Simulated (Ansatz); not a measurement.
Abridged output of a molecular run in Ansatz:

```
Functional definition: HF
1364 factors; integrals over basis functions are off by at most 1.1e-3 eV
mean field evaluation 1: about -8297.6699 eV, gradient 2.7e1 eV
mean field evaluation 2: about -8297.6784 eV, gradient 2.7e1 eV
mean field evaluation 4: about -8302.0888 eV, gradient 2.9e0 eV
mean field evaluation 8: about -8302.2141 eV, gradient 2.6e-1 eV
mean field evaluation 16: about -8301.9844 eV, gradient 1.5e0 eV
mean field evaluation 32: about -8301.0871 eV, gradient 6.0e0 eV
mean field -8302.21611839 eV, -305.1008149065 hartree, gradient 2.6e-6 eV, S^2 0.765301; 4 other end points of the search recorded, 0 dependent functions left out
7 core orbitals not correlated: weight in the atoms' cores, before any rotation towards them, 1.000 or more for the frozen orbitals, at most 0.000 for the correlated occupied ones
reference -8302.21611839 eV, -305.1008149065 hartree; 15, 14 occupied and 177, 178 virtual orbitals, 1364 factors
second order -20.23967316 eV of doubles, -0.00000000 eV of singles
cycle   1  -20.00426334 eV  change    2.4e-1 eV  update   1.1e-1
cycle   2  -20.58066240 eV  change   -5.8e-1 eV  update   3.5e-2
cycle   3  -20.69816870 eV  change   -1.2e-1 eV  update   1.9e-2
cycle   4  -20.69463305 eV  change    3.5e-3 eV  update   5.9e-3
cycle   5  -20.69480833 eV  change   -1.8e-4 eV  update   2.8e-3
cycle   6  -20.69498354 eV  change   -1.8e-4 eV  update   1.0e-3
cycle   7  -20.69503131 eV  change   -4.8e-5 eV  update   4.7e-4
cycle   8  -20.69511470 eV  change   -8.3e-5 eV  update   2.3e-4
cycle   9  -20.69507494 eV  change    4.0e-5 eV  update   9.2e-5
cycle  10  -20.69501624 eV  change    5.9e-5 eV  update   4.3e-5
cycle  11  -20.69504239 eV  change   -2.6e-5 eV  update   2.1e-5
perturbative correction -0.90609238 eV, -0.0332982806 hartree
Total energy: -8323.81725315 eV, -305.8946419674 hartree
Checks for a lower state left out: cluster_reference
```

Its atoms:

```xyz
8

C    -2.0353    1.4800    1.4370
C    -1.0140    0.8786    1.1792
In    0.8391   -0.1473    0.9333
C     1.2524   -0.9620   -1.0547
H    -2.9387    2.0069    1.6468
H     0.4565   -1.6717   -1.2885
H     1.2183   -0.1311   -1.7619
H     2.2217   -1.4534   -1.0913
```

Task: Which basis set was used?
A. def2-SVP
B. def2-QZVPP
C. def2-TZVPP
D. cc-pV(D+d)Z

Result: C. It gives 199 functions.

Task: Write the keys of the input that set method, charge and spin (a neutral closed shell needs none for the last two).

Result: 
```yaml
magnetization: {spin_polarized: true, initial_magnetization: 1}
correlation: {method: ccsd_t}
scf: {omitted_lower_state_checks: [cluster_reference]}
```
